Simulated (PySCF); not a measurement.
GeH₂, SMILES [GeH2] (connectivity only; charge and spin as stated), neutral, multiplicity 1.

The structure is a stationary point at PBE0-D3(BJ)/def2-TZVPD. The isomer is the one that the SMILES or the coordinates give; other isomers of the formula were not compared.

All values below come from TDA-B3LYP/def2-TZVPD run with PySCF.

Vertical excitations. The molecule is in vacuum. State labels are in the subgroup C2v.

```json
[
 {"state": "S1", "symmetry": "B1", "energy (eV)": "2.57", "λ (nm)": "483", "f": "0.017", "main pairs": "HOMO→LUMO 99 %"},
 {"state": "S2", "symmetry": "A2", "energy (eV)": "4.05", "λ (nm)": "306", "f": "0.000", "main pairs": "HOMO−1→LUMO 100 %"},
 {"state": "S3", "symmetry": "A1", "energy (eV)": "6.12", "λ (nm)": "202", "f": "0.221", "main pairs": "HOMO→LUMO+1 98 %"},
 {"state": "S4", "symmetry": "B2", "energy (eV)": "6.96", "λ (nm)": "178", "f": "0.193", "main pairs": "HOMO→LUMO+2 87 %"},
 {"state": "S5", "symmetry": "A1", "energy (eV)": "7.54", "λ (nm)": "164", "f": "0.001", "main pairs": "HOMO→LUMO+3 94 %"},
 {"state": "S6", "symmetry": "A2", "energy (eV)": "7.95", "λ (nm)": "156", "f": "0.000", "main pairs": "HOMO→LUMO+5 100 %"},
 {"state": "S7", "symmetry": "A1", "energy (eV)": "8.05", "λ (nm)": "154", "f": "0.070", "main pairs": "HOMO→LUMO+4 79 %, HOMO−1→LUMO+2 20 %"},
 {"state": "S8", "symmetry": "B2", "energy (eV)": "8.06", "λ (nm)": "154", "f": "0.382", "main pairs": "HOMO−1→LUMO+1 92 %"},
 {"state": "S9", "symmetry": "B1", "energy (eV)": "8.10", "λ (nm)": "153", "f": "0.156", "main pairs": "HOMO→LUMO+6 96 %"},
 {"state": "S10", "symmetry": "B2", "energy (eV)": "8.82", "λ (nm)": "141", "f": "0.011", "main pairs": "HOMO→LUMO+7 99 %"},
 {"state": "T1", "symmetry": "B1", "energy (eV)": "1.41", "λ (nm)": "878", "f": "0", "main pairs": "HOMO→LUMO 99 %"},
 {"state": "T2", "symmetry": "A2", "energy (eV)": "3.50", "λ (nm)": "354", "f": "0", "main pairs": "HOMO−1→LUMO 100 %"},
 {"state": "T3", "symmetry": "B2", "energy (eV)": "5.40", "λ (nm)": "230", "f": "0", "main pairs": "HOMO→LUMO+2 97 %"},
 {"state": "T4", "symmetry": "A1", "energy (eV)": "5.72", "λ (nm)": "217", "f": "0", "main pairs": "HOMO→LUMO+1 94 %"}
]
```
Triplets are in the Tamm–Dancoff approximation.
